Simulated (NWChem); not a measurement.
The numbers come from NWChem runs, not from measurements. System: ditellurium (Te$_{2}$), charge 0, spin multiplicity 3, at a geometry optimised with UPBE0/def2-SVP with def2 effective core potentials on Te. Its SCF solution wasn't tested for a lower state. Level: UMP2/def2-SVP with def2 effective core potentials on Te, 8 core orbitals frozen.

Input file:

```
start mol
memory heap 200 mb stack 900 mb global 1100 mb
geometry units angstroms nocenter noautoz
  Te     0.000000     0.000000     1.281805
  Te     0.000000     0.000000    -1.281805
  symmetry group D2h
end
basis spherical
  * library def2-svp
end
ecp
  Te library def2-ecp
end
scf
  uhf
  nopen 2
  maxiter 100
  thresh 1e-7
  semidirect memsize 60000000 filesize 0
  # guess.movecs holds the orbitals of an unrestricted PBE0 run
  vectors input guess.movecs output mol.movecs
end
mp2
  freeze core 8
end
task mp2 energy
```

NWChem printed:

```
             Northwest Computational Chemistry Package (NWChem) 7.3.0
             --------------------------------------------------------

                                NWChem Input Module
                                -------------------

 Scaling coordinates for geometry "geometry" by  1.889725989
 (inverse scale =  0.529177249)

 Turning off AUTOSYM since
 SYMMETRY directive was detected!

                             Geometry "geometry" -> ""
                             -------------------------

 Output coordinates in angstroms (scale by  1.889725989 to convert to a.u.)

  No.       Tag          Charge          X              Y              Z
 ---- ---------------- ---------- -------------- -------------- --------------
    1 Te                  52.0000     0.00000000     0.00000000     1.28180500
    2 Te                  52.0000     0.00000000     0.00000000    -1.28180500

 Effective nuclear repulsion energy (a.u.)     558.1563815460

            Nuclear Dipole moment (a.u.)
            ----------------------------
        X                 Y               Z
 ---------------- ---------------- ----------------
     0.0000000000     0.0000000000     0.0000000000

      Symmetry information
      --------------------

 Group name             D2h
 Group number             26
 Group order               8
 No. of unique centers     1

      Symmetry unique atoms

     1


 Summary of "ao basis" -> "" (spherical)
 ------------------------------------------------------------------------------
       Tag                 Description            Shells   Functions and Types
 ---------------- ------------------------------  ------  ---------------------
 *                          def2-svp                  on all atoms

 Summary of "ao basis" -> "ao basis" (spherical)
 ------------------------------------------------------------------------------
       Tag                 Description            Shells   Functions and Types
 ---------------- ------------------------------  ------  ---------------------
 Te                         def2-svp                10       26   4s4p2d

                                 NWChem SCF Module
                                 -----------------

  ao basis        = "ao basis"
  functions       =    52
  atoms           =     2
  alpha electrons =    25
  beta  electrons =    23
  charge          =   0.00
  wavefunction    = UHF
  use symmetry    = T
  symmetry adapt  = T

 Summary of "ao basis" -> "ao basis" (spherical)
 ------------------------------------------------------------------------------
       Tag                 Description            Shells   Functions and Types
 ---------------- ------------------------------  ------  ---------------------
 Te                         def2-svp                10       26   4s4p2d

      Symmetry analysis of basis
      --------------------------

        ag         12
        au          2
        b1g         2
        b1u        12
        b2g         6
        b2u         6
        b3g         6
        b3u         6

 Forming initial guess at       0.0s

   Symmetry analysis of molecular orbitals - initial alpha
   -------------------------------------------------------

  Numbering of irreducible representations:

     1 ag          2 au          3 b1g         4 b1u         5 b2g
     6 b2u         7 b3g         8 b3u

  Orbital symmetries:

     1 ag          2 b1u         3 ag          4 b1u         5 b2u
     6 b3u         7 b3g         8 b2g         9 ag         10 b3u
    11 b2u        12 b3g        13 b2g        14 b1u        15 b1g
    16 ag         17 au         18 b1u        19 ag         20 b1u
    21 ag         22 b3u        23 b2u        24 b2g        25 b3g
    26 b1u        27 ag         28 b3u        29 b2u        30 ag
    31 b1u        32 b1g        33 ag         34 b2u        35 b3u

   Symmetry analysis of molecular orbitals - initial beta
   ------------------------------------------------------

  Numbering of irreducible representations:

     1 ag          2 au          3 b1g         4 b1u         5 b2g
     6 b2u         7 b3g         8 b3u

  Orbital symmetries:

     1 ag          2 b1u         3 ag          4 b1u         5 b2u
     6 b3u         7 b3g         8 b2g         9 ag         10 b3u
    11 b2u        12 b1u        13 b3g        14 b2g        15 b1g
    16 ag         17 au         18 b1u        19 ag         20 b1u
    21 ag         22 b2u        23 b3u        24 b2g        25 b3g
    26 b1u        27 ag         28 ag         29 b2u        30 b3u
    31 b1u        32 b1g        33 ag         34 b2u        35 b3u

 Starting SCF solution at       0.0s

 ----------------------------------------------
         Quadratically convergent UHF

 Convergence threshold     :          1.000E-07
 Maximum no. of iterations :          100
 Integral*density screening:          1.000E-09
 ----------------------------------------------

              iter       energy          gnorm     gmax       time
             ----- ------------------- --------- --------- --------
                 1     -534.0108196564  2.72D-01  5.39D-02      0.2
                 2     -534.0226832627  1.42D-02  6.14D-03      0.2
                 3     -534.0227541315  8.30D-05  2.55D-05      0.2
                 4     -534.0227541344  3.76D-09  1.22D-09      0.3

       Final UHF  results
       ------------------

         Total SCF energy =   -534.022754134427
      One electron energy =  -1170.703513956046
      Two electron energy =    517.783542450870
 Nuclear repulsion energy =    118.897217370749

                       Sz =      1.0000
[...]
    24     -0.254706  1 Te d  0              50     -0.254706  2 Te d  0

                     UHF Final Beta Molecular Orbital Analysis
                     -----------------------------------------

 Vector   21  Occ=1.000000D+00  E=-3.942027D-01  Symmetry=ag
              MO Center=  3.5D-15,  3.5D-15,  1.4D-15, r^2= 4.4D+00
   Bfn.  Coefficient  Atom+Function         Bfn.  Coefficient  Atom+Function
  ----- ------------  ---------------      ----- ------------  ---------------
    13      0.423389  1 Te pz                39     -0.423389  2 Te pz
    16      0.286355  1 Te pz                42     -0.286355  2 Te pz
     3      0.188501  1 Te s                 29      0.188501  2 Te s
     4      0.169925  1 Te s                 30      0.169925  2 Te s
    10     -0.167731  1 Te pz                36      0.167731  2 Te pz

 Vector   22  Occ=1.000000D+00  E=-3.154294D-01  Symmetry=b3u
              MO Center=  8.9D-16,  7.4D-20, -3.6D-17, r^2= 3.5D+00
   Bfn.  Coefficient  Atom+Function         Bfn.  Coefficient  Atom+Function
  ----- ------------  ---------------      ----- ------------  ---------------
    14      0.375191  1 Te px                40      0.375191  2 Te px
    11      0.351247  1 Te px                37      0.351247  2 Te px

 Vector   23  Occ=1.000000D+00  E=-3.154294D-01  Symmetry=b2u
              MO Center= -2.0D-17,  9.9D-16, -8.2D-17, r^2= 3.5D+00
   Bfn.  Coefficient  Atom+Function         Bfn.  Coefficient  Atom+Function
  ----- ------------  ---------------      ----- ------------  ---------------
    15      0.375191  1 Te py                41      0.375191  2 Te py
    12      0.351247  1 Te py                38      0.351247  2 Te py

 Vector   24  Occ=0.000000D+00  E=-2.590616D-02  Symmetry=b3g
              MO Center= -5.3D-19, -1.7D-13, -4.6D-17, r^2= 4.7D+00
   Bfn.  Coefficient  Atom+Function         Bfn.  Coefficient  Atom+Function
  ----- ------------  ---------------      ----- ------------  ---------------
    15      0.554354  1 Te py                41     -0.554354  2 Te py
    12      0.353557  1 Te py                38     -0.353557  2 Te py
     9     -0.154389  1 Te py                35      0.154389  2 Te py

 Vector   25  Occ=0.000000D+00  E=-2.590616D-02  Symmetry=b2g
              MO Center=  1.6D-13,  5.3D-19,  1.1D-17, r^2= 4.7D+00
   Bfn.  Coefficient  Atom+Function         Bfn.  Coefficient  Atom+Function
  ----- ------------  ---------------      ----- ------------  ---------------
    14      0.554354  1 Te px                40     -0.554354  2 Te px
    11      0.353557  1 Te px                37     -0.353557  2 Te px
     8     -0.154389  1 Te px                34      0.154389  2 Te px

 Vector   26  Occ=0.000000D+00  E= 7.491557D-02  Symmetry=b1u
              MO Center= -1.2D-13,  1.3D-13, -7.2D-15, r^2= 5.9D+00
   Bfn.  Coefficient  Atom+Function         Bfn.  Coefficient  Atom+Function
  ----- ------------  ---------------      ----- ------------  ---------------
    16      1.004377  1 Te pz                42      1.004377  2 Te pz
     4     -0.585647  1 Te s                 30      0.585647  2 Te s
    13      0.296991  1 Te pz                39      0.296991  2 Te pz
     3     -0.234895  1 Te s                 29      0.234895  2 Te s

 center of mass
 --------------
 x =   0.00000000 y =   0.00000000 z =   0.00000000

 moments of inertia (a.u.)
 ------------------
        1524.414743581762           0.000000000000           0.000000000000
           0.000000000000        1524.414743581762           0.000000000000
           0.000000000000           0.000000000000           0.000000000000

  Mulliken analysis of the total density
  --------------------------------------

    Atom       Charge   Shell Charges
 -----------   ------   -------------------------------------------------------
    1 Te  24    24.00   1.77  0.27  1.23  0.66  2.89  3.15  2.01  1.94  9.85  0.23
    2 Te  24    24.00   1.77  0.27  1.23  0.66  2.89  3.15  2.01  1.94  9.85  0.23

  Mulliken analysis of the alpha density
  --------------------------------------

    Atom       Charge   Shell Charges
 -----------   ------   -------------------------------------------------------
    1 Te  24    12.50   0.88  0.14  0.62  0.33  1.42  1.60  1.31  1.16  4.92  0.11
    2 Te  24    12.50   0.88  0.14  0.62  0.33  1.42  1.60  1.31  1.16  4.92  0.11

   Mulliken analysis of the beta density
   -------------------------------------

    Atom       Charge   Shell Charges
 -----------   ------   -------------------------------------------------------
    1 Te  24    11.50   0.88  0.14  0.61  0.33  1.46  1.55  0.69  0.78  4.93  0.12
    2 Te  24    11.50   0.88  0.14  0.61  0.33  1.46  1.55  0.69  0.78  4.93  0.12

   Mulliken analysis of the spin density
   -------------------------------------

    Atom       Charge   Shell Charges
 -----------   ------   -------------------------------------------------------
    1 Te  24     1.00  -0.00  0.00  0.01  0.00 -0.04  0.05  0.62  0.38 -0.01 -0.00
    2 Te  24     1.00  -0.00  0.00  0.01  0.00 -0.04  0.05  0.62  0.38 -0.01 -0.00

       Multipole analysis of the density wrt the origin
       ------------------------------------------------

     L   x y z        total         alpha         beta         nuclear
     -   - - -        -----         -----         ----         -------
     0   0 0 0      0.000000    -25.000000    -23.000000     48.000000

     1   1 0 0      0.000000     -0.000000      0.000000      0.000000
     1   0 1 0     -0.000000     -0.000000     -0.000000      0.000000
     1   0 0 1     -0.000000      0.000000     -0.000000      0.000000

     2   2 0 0    -40.548987    -23.215821    -17.333166      0.000000
     2   1 1 0      0.000000      0.000000      0.000000      0.000000
     2   1 0 1     -0.000000     -0.000000     -0.000000      0.000000
     2   0 2 0    -40.548987    -23.215821    -17.333166      0.000000
     2   0 1 1     -0.000000     -0.000000     -0.000000      0.000000
     2   0 0 2    -36.598182   -168.391352   -149.839369    281.632540

                   NWChem MP2 Semi-direct Energy/Gradient Module
                   ---------------------------------------------

  Basis functions       =     52
  Molecular orbitals    =     52
  Frozen core           =      8
  Frozen virtuals       =      0
  Active alpha occupied =     17
  Active beta occupied  =     15
  Active alpha virtual  =     27
  Active beta virtual   =     29
  Use MO symmetry       = T
  Use skeleton AO sym   = T

  AO/Fock/Back tols     =   1.0D-09  1.0D-09  1.0D-09

 GA uses MA = F    GA memory limited = T

 Available:
  local mem=  1.26D+08
 global mem=  1.44D+08
 local disk=  0.00D+00
  mp2_memr nvloc                    27
  nvloc new                    27
   1 passes of  17:        3145728                      17220                   2131790.
   1 passes of  17: M    126150356           G      144173792           F     123004628.

 Semi-direct pass number   1 of   1  for UHF alpha       at        0.3s
  vrange nnbf                  1363
  mp2_eaftype                    10  avail_ma_in_mb                  1099
 EAF : mp2_eaftype filesize          10    1065895.
  mp2_eaf for mointskh                     10
Node 0 wrote      5.0 Mb in      0.0 s     Agg I/O rate:  1554.5 Mb/s
 Done moints_semi at        0.9s
  mp2_eaftype                    10  avail_ma_in_mb                  1089
 EAF : mp2_eaftype filesize          10    1065895.
  mp2_eaf for kh                    10
 Done maket at        0.9s
 Done multipass loop at        0.9s

 GA uses MA = F    GA memory limited = T

 Available:
  local mem=  1.26D+08
 global mem=  1.44D+08
 local disk=  0.00D+00
  mp2_memr nvloc                    29
  nvloc new                    29
   1 passes of  15:        3145728                      16608                   2020569.
   1 passes of  15: M    126150356           G      144173792           F     123004628.

 Semi-direct pass number   1 of   1  for UHF beta        at        0.9s
  vrange nnbf                  1363
  mp2_eaftype                    10  avail_ma_in_mb                  1099
 EAF : mp2_eaftype filesize          10    1010284.
  mp2_eaf for mointskh                     10
Node 0 wrote      4.7 Mb in      0.0 s     Agg I/O rate:  2310.7 Mb/s
 Done moints_semi at        1.4s
  mp2_eaftype                    10  avail_ma_in_mb                  1089
 EAF : mp2_eaftype filesize          10    1010284.
  mp2_eaf for kh                    10
 Done maket at        1.4s
 Done multipass loop at        1.4s

          -------------------------------------------
          SCF energy                -534.022754134427
          Correlation energy          -0.217190057780
          Singlet pairs                0.000000000000
          Triplet pairs                0.000000000000
          Total MP2 energy          -534.239944192207
          -------------------------------------------

          ---------------------------------------------------
                    Spin Component Scaled (SCS) MP2
          Same spin pairs                     -0.070949979665
          Same spin scaling factor             0.333333333333
          Opposite spin pairs                 -0.146240078115
          Opposite spin scaling fact.          1.200000000000
          SCS-MP2 correlation energy          -0.199138086959
          Total SCS-MP2 energy              -534.221892221386
          ---------------------------------------------------

 -----------------------
 Performance information
 -----------------------

 Timer overhead =  9.65D-08 seconds/call

               Nr. of calls         CPU time (s)                 Wall time (s)                GFlops
             ---------------    -------------------     ------------------------------   -------------------
Name         Min   Avg   Max    Min     Avg     Max     Min     Avg     Max   Mx/calls   Min     Max     Sum
mp2: moin     2     2     2    1.1     1.1     1.1      1.1     1.1     1.1    0.54      0.0     0.0     0.0
mp2: make     2     2     2   4.33E-2 4.33E-2 4.33E-2  4.33E-2 4.33E-2 4.33E-2 2.16E-2   0.0     0.0     0.0
mp2: tota     1     1     1    1.2     1.2     1.2      1.2     1.2     1.2     1.2      0.0     0.0     0.0

 The average no. of pstat calls per process was 5.00D+00
 with a timing overhead of 4.82D-07s

 Task  times  cpu:        1.4s     wall:        1.4s

 Total times  cpu:        1.4s     wall:        1.4s
```
